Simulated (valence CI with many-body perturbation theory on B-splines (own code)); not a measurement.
Zr33+: calculated level list

Calculated by relativistic CI+MBPT: five valence electrons over a frozen Dirac-Fock core [He], radial functions for each j: 11 s, 11 p, 10 d, 8 f, 5 g, 2 h, with the one-electron correlation potential Σ1, the two-electron term Σ2, the three-electron term Σ3, Breit, model QED; selected CI, second order for the rest, scaled by the run's own slope (own B-spline code, finite nucleus).

The last digits are not significant, and no measured levels were compared; by estimate large intervals hold to a few tenths of a per cent, small ones and those within an open d or f shell to about a per cent. Among the levels kept, up to 10000 cm⁻¹ of a level comes from second order outside the variational space, and about a tenth of that is noise between levels of different J, which matters for small intervals.

Levels 136 to 180 of 204, with energies above the lowest level, (2s^2 2p1/2^2 2p3/2) J=3/2. "Leading %" is the weight of the configuration and term that name the level; weights of strongly mixed levels are sums over their largest components and can fall short. In the jj column 3d3/2^4 stands for four electrons in 3d with j = 3/2.

```tsv
No.	Configuration	Term	J	E (eV)	Leading %	Second component	g	Leading jj
136	2s.2p3.3d	4G°	9/2	2791.7	45	27 % 2s.2p3.3d 6D°	1.292	2s 2p1/2 2p3/2^2 3d5/2 (83 %)
137	2s.2p3.3p	4P	5/2	2791.7	41	16 % 2s.2p3.3p 4D	1.337	2s 2p1/2 2p3/2^2 3p3/2 (90 %)
138	2s.2p3.3p	2P	1/2	2792.3	48	18 % 2s.2p3.3p 4P	1.236	2s 2p1/2 2p3/2^2 3p3/2 (60 %)
139	2s.2p3.3p	4P	3/2	2793.5	45	14 % 2s.2p3.3p 2P	1.385	2s 2p1/2 2p3/2^2 3p1/2 (70 %)
140	2s.2p3.3p	2P	1/2	2796.1	41	25 % 2s.2p3.3p 4P	1.246	2s 2p1/2 2p3/2^2 3p1/2 (58 %)
141	2s.2p3.3p	2D	3/2	2796.7	30	18 % 2s.2p3.3p 2P	1.180	2s 2p1/2 2p3/2^2 3p3/2 (74 %)
142	2s.2p3.3d	4D°	7/2	2797.0	38	30 % 2s.2p3.3d 2G°	1.133	2s 2p1/2 2p3/2^2 3d3/2 (62 %)
143	2s.2p3.3s	4P°	5/2	2799.2	41	36 % 2s.2p3.3s 2D°	1.423	2s 2p3/2^3 3s (78 %)
144	2s.2p3.3p	2F	7/2	2800.3	64	16 % 2s.2p3.3p 4F	1.222	2s 2p1/2 2p3/2^2 3p3/2 (85 %)
145	2s.2p3.3p	2D	5/2	2806.6	35	21 % 2s.2p3.3p 4P	1.257	2s 2p1/2 2p3/2^2 3p3/2 (85 %)
146	2s.2p3.3p	2P	1/2	2807.2	44	20 % 2s.2p3.3p 2S	1.476	2s 2p1/2 2p3/2^2 3p3/2 (90 %)
147	2s.2p3.3d	4D°	1/2	2807.6	33	24 % 2s.2p3.3d 2P°	1.129	2s 2p1/2 2p3/2^2 3d5/2 (80 %)
148	2s.2p3.3s	2P°	3/2	2808.3	36	28 % 2s.2p3.3s 2D°	1.219	2s 2p3/2^3 3s (80 %)
149	2s.2p3.3d	4F°	9/2	2808.4	69	22 % 2s.2p3.3d 4G°	1.271	2s 2p1/2 2p3/2^2 3d3/2 (58 %)
150	2s.2p3.3d	4D°	5/2	2809.4	26	23 % 2s.2p3.3d 4P°	1.267	2s 2p1/2 2p3/2^2 3d5/2 (68 %)
151	2s.2p3.3p	2D	5/2	2809.8	36	28 % 2s.2p3.3p 4D	1.333	2s 2p1/2 2p3/2^2 3p3/2 (87 %)
152	2s.2p3.3p	2D	3/2	2810.6	42	27 % 2s.2p3.3p 2P	1.161	2s 2p1/2 2p3/2^2 3p3/2 (86 %)
153	2s.2p3.3d	2D°	3/2	2812.5	25	20 % 2s.2p3.3d 4D°	1.254	2s 2p1/2 2p3/2^2 3d5/2 (73 %)
154	2s.2p3.3d	4G°	11/2	2812.6	100		1.266	2s 2p1/2 2p3/2^2 3d5/2 (100 %)
155	2s.2p3.3d	4D°	7/2	2813.0	59	33 % 2s.2p3.3d 4F°	1.335	2s 2p1/2 2p3/2^2 3d3/2 (71 %)
156	2s.2p3.3d	2G°	9/2	2816.4	68	22 % 2s.2p3.3d 4F°	1.161	2s 2p1/2 2p3/2^2 3d5/2 (60 %)
157	2s.2p3.3d	4D°	5/2	2816.6	58	24 % 2s.2p3.3d 4P°	1.374	2s 2p1/2 2p3/2^2 3d3/2 (86 %)
158	2s.2p3.3d	4P°	3/2	2819.5	49	19 % 2s.2p3.3d 4D°	1.609	2s 2p1/2 2p3/2^2 3d3/2 (95 %)
159	2s.2p3.3p	2P	1/2	2820.0	60	16 % 2s.2p3.3p 4P	1.360	2s 2p1/2 2p3/2^2 3p3/2 (83 %)
160	2s.2p3.3p	2D	3/2	2821.0	34	16 % 2s.2p3.3p 2P	1.222	2s 2p1/2 2p3/2^2 3p3/2 (83 %)
161	2s.2p3.3d	2S°	1/2	2823.8	42	24 % 2s.2p3.3d 4P°	1.612	2s 2p1/2 2p3/2^2 3d5/2 (93 %)
162	2s.2p3.3d	2P°	3/2	2830.9	43	20 % 2s.2p3.3d 4S°	1.354	2s 2p1/2 2p3/2^2 3d5/2 (91 %)
163	2s.2p3.3d	2F°	7/2	2832.0	64	13 % 2s.2p3.3d 2G°	1.130	2s 2p1/2 2p3/2^2 3d5/2 (69 %)
164	2s.2p3.3d	2D°	5/2	2833.7	49	21 % 2s.2p3.3d 2F°	1.148	2s 2p1/2 2p3/2^2 3d5/2 (79 %)
165	2s.2p3.3d	4F°	3/2	2835.9	64	17 % 2s.2p3.3d 2D°	0.610	2s 2p1/2 2p3/2^2 3d3/2 (93 %)
166	2s.2p3.3s	2P°	3/2	2841.1	52	25 % 2s.2p3.3s 4S°	1.465	2s 2p3/2^3 3s (88 %)
167	2s.2p3.3s	2P°	1/2	2841.2	42	25 % 2s.2p3.3s 2S°	0.972	2s 2p3/2^3 3s (75 %)
168	2s.2p3.3d	4F°	5/2	2841.6	40	19 % 2s.2p3.3d 4D°	1.116	2s 2p1/2 2p3/2^2 3d5/2 (59 %)
169	2s.2p3.3d	4D°	1/2	2844.1	43	17 % 2s.2p3.3d 2P°	0.624	2s 2p1/2 2p3/2^2 3d3/2 (76 %)
170	2s.2p3.3d	2F°	5/2	2846.9	30	16 % 2s.2p3.3d 4P°	1.153	2s 2p1/2 2p3/2^2 3d5/2 (48 %)
171	2s.2p3.3d	4D°	3/2	2847.1	40	21 % 2s.2p3.3d 2D°	0.927	2s 2p1/2 2p3/2^2 3d3/2 (86 %)
172	2s.2p3.3d	4D°	7/2	2847.4	29	25 % 2s.2p3.3d 4F°	1.163	2s 2p1/2 2p3/2^2 3d5/2 (68 %)
173	2s.2p3.3d	2F°	7/2	2852.3	42	26 % 2s.2p3.3d 2G°	1.120	2s 2p1/2 2p3/2^2 3d3/2 (56 %)
174	2s.2p3.3d	2D°	3/2	2852.7	40	12 % 2s.2p3.3d 4D°	1.142	2s 2p1/2 2p3/2^2 3d5/2 (63 %)
175	2s.2p3.3d	2D°	5/2	2852.9	34	13 % 2s.2p3.3d 2F°	1.224	2s 2p1/2 2p3/2^2 3d5/2 (75 %)
176	2s.2p3.3p	2P	3/2	2854.3	31	22 % 2s.2p3.3p 4P	1.471	2s 2p3/2^3 3p1/2 (82 %)
177	2s.2p3.3p	2D	5/2	2857.0	47	23 % 2s.2p3.3p 2F	1.162	2s 2p3/2^3 3p1/2 (84 %)
178	2s.2p3.3d	2G°	9/2	2857.6	66	14 % 2s.2p3.3d 4F°	1.168	2s 2p1/2 2p3/2^2 3d5/2 (84 %)
179	2s.2p3.3d	2F°	5/2	2858.8	36	23 % 2s.2p3.3d 2D°	1.107	2s 2p1/2 2p3/2^2 3d3/2 (55 %)
180	2s.2p3.3d	2F°	7/2	2862.2	43	25 % 2s.2p3.3d 2G°	1.154	2s 2p1/2 2p3/2^2 3d5/2 (83 %)
```
